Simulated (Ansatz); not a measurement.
`[OH][Ga]([F])[F]` + HI → `[F][Ga]([F])[I]` + H₂O at 400 K and 1 bar (ligand exchange at a Ga–O bond).

Calculated with Ansatz (gas phase, PBE0-D4/def2-TZVP geometries, no zero-point term in ΔE). CBS: MP2 limit from def2 TZ/QZ plus the TZ coupled-cluster correction, frozen cores. This one scheme is used for every species. Elements past krypton have def2 core potentials. For Ga, I outer-core shells are correlated without core-valence functions, which leaves a few kJ/mol of doubt a bond. Scalar relativity is left out up to krypton. Each species was taken in one conformer, which may not be the lowest.

```json
{"species": "`[OH][Ga]([F])[F]`", "CCSD(T)/CBS energy (Eh)": "-2199.41346", "H − E (kJ/mol)": "71.4", "S (J/(mol·K))": "336.6"}
{"species": "HI", "CCSD(T)/CBS energy (Eh)": "-298.03592", "H − E (kJ/mol)": "25.7", "S (J/(mol·K))": "215.0"}
{"species": "`[F][Ga]([F])[I]`", "CCSD(T)/CBS energy (Eh)": "-2421.09887", "H − E (kJ/mol)": "37.0", "S (J/(mol·K))": "354.2"}
{"species": "H₂O", "CCSD(T)/CBS energy (Eh)": "-76.37941", "H − E (kJ/mol)": "69.8", "S (J/(mol·K))": "198.6"}
```

H − E and S are ideal-gas, rigid-rotor, harmonic terms from PBE0-D4/def2-TZVP, for one conformer and one mirror image of each species. 1 Eh = 2625.50 kJ/mol, R = 8.31446 J/(mol·K).

By hand: ΔE, ΔH, ΔS and ΔG.

ΔE = (-2421.09887) + (-76.37941) − (-2199.41346) − (-298.03592) = -0.02890 Eh = -75.9 kJ/mol. Δ(H − E) = 37.0 + 69.8 − 71.4 − 25.7 = 9.7, so ΔH = -66.2 kJ/mol. ΔS = 354.2 + 198.6 − 336.6 − 215.0 = 1.2 J/(mol·K). ΔG = -66.2 − 400 × (1.2)/1000 = -66.7 kJ/mol.

By hand: the equilibrium constant, and the temperature at which ΔG would vanish if ΔH and ΔS stayed fixed.

log₁₀ K = −ΔG/(RT ln 10) = 8.7. ΔH and −TΔS have one sign here, so there is no such temperature.

The number of gas molecules stays the same, so ΔS is small and ΔH decides. A doubt of 5 kJ/mol in ΔE shifts log₁₀ K by 0.7 here. Other conformers and mirror images would add mixing entropy, several J/(mol·K) or more a flexible species. These are equilibria of isolated gas molecules and say nothing of rates. Largest T1 diagnostic: 0.015 (customary marks: 0.02 for closed shells, 0.045 for open ones).

ΔS is within the doubt of such terms, so its sign, and with it that verdict, could turn.
